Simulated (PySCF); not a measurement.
Meta-chlorobenzaldehyde, C7H5ClO.
Bonds: O1–C2 (double), C2–C3, C3–C4 (aromatic), C4–C5 (aromatic), C5–C6 (aromatic), C6–C7 (aromatic), C7–Cl8, C7–C9 (aromatic), C3–C9 (aromatic). Hydrogens: H10 on C2; H11 on C4; H12 on C5; H13 on C6; H14 on C9.

Computed geometry: GFN2-xTB, gas phase.

Problem. Give the optimised bond lengths and angles.

Solution. 
| bond | length (pm) | order |
| --- | --- | --- |
| O1=C2 | 120.3 | double |
| C2–C3 | 147.1 | single |
| C3–C4 | 139.5 | aromatic |
| C4–C5 | 138.1 | aromatic |
| C5–C6 | 138.6 | aromatic |
| C6–C7 | 138.8 | aromatic |
| C7–Cl8 | 172.8 | single |
| C7–C9 | 138.3 | aromatic |
| C3–C9 | 139.3 | aromatic |
| C2–H10 | 110.8 | single |
| C4–H11 | 107.9 | single |
| C5–H12 | 107.9 | single |
| C6–H13 | 107.9 | single |
| C9–H14 | 108.0 | single |

Orders are formal, as drawn. A selection of angles:
| angle | degrees |
| --- | --- |
| O1–C2–C3 | 125.0 |
| C2–C3–C4 | 119.7 |
| C2–C3–C9 | 120.3 |
| C4–C3–C9 | 120.0 |
| C3–C4–C5 | 120.1 |
| C4–C5–C6 | 120.2 |
| C5–C6–C7 | 119.6 |
| C6–C7–Cl8 | 119.5 |
| C6–C7–C9 | 120.9 |
| Cl8–C7–C9 | 119.6 |
| C3–C9–C7 | 119.3 |

Dihedral angles: O1–C2–C3–C4 0° (synperiplanar).

The 7 C–C bonds span 1.381 Å (C4–C5, aromatic) to 1.471 Å (C2–C3, drawn single), a spread of 0.090 Å. Of the pairs four or more bonds apart, O1···H11 is among the closest relative to their van der Waals radii: 2.55 Å, 94 % of the sum of Bondi's values. The 9 heavy atoms lie in one plane (0.001 Å rms). The 6-membered ring C3–C4–C5–C6–C7–C9 has internal angles of 119.3° to 120.9°; it is planar, 0.00 Å rms from its mean plane, widest ring torsion 0°.

Point group: Cs (tolerance 0.08 Å). Stationary, but not proved a minimum. One conformer, not necessarily the lowest.
